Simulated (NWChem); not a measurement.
System: C$_{4}$H$_{7}$Cl; SMILES ClC1CCC1

NWChem input:

```
start job
memory heap 200 mb stack 900 mb global 1100 mb
geometry units angstroms noautoz
  Cl     0.110314     1.821284     0.000000
  C      0.544709     0.060016     0.000000
  C     -0.068449    -0.843970    -1.086374
  C     -0.167258    -1.953514     0.000000
  C     -0.068449    -0.843970     1.086374
  H      1.635789     0.025017     0.000000
  H      0.531230    -1.031452    -1.981559
  H     -1.058471    -0.485554    -1.382622
  H      0.708683    -2.609515     0.000000
  H     -1.069740    -2.570620     0.000000
  H      0.531230    -1.031452     1.981559
  H     -1.058471    -0.485554     1.382622
end
basis spherical
  * library 6-31g*
end
dft
  xc xctpssh
  iterations 150
  mulliken
end
task dft energy
```

The geometry was optimised at B3LYP/6-31G* (spherical d).

Task: Give the results of this calculation. (TPSSh/6-31G* (spherical d).) Quantities: energy (Ha); highest occupied level (eV); orbital gap (eV); dipole (D).

Result: 
```json
{
 "energy (Ha)": "-616.83",
 "highest occupied level (eV)": "-7.25",
 "orbital gap (eV)": "7.79",
 "dipole (D)": "2.48"
}
```
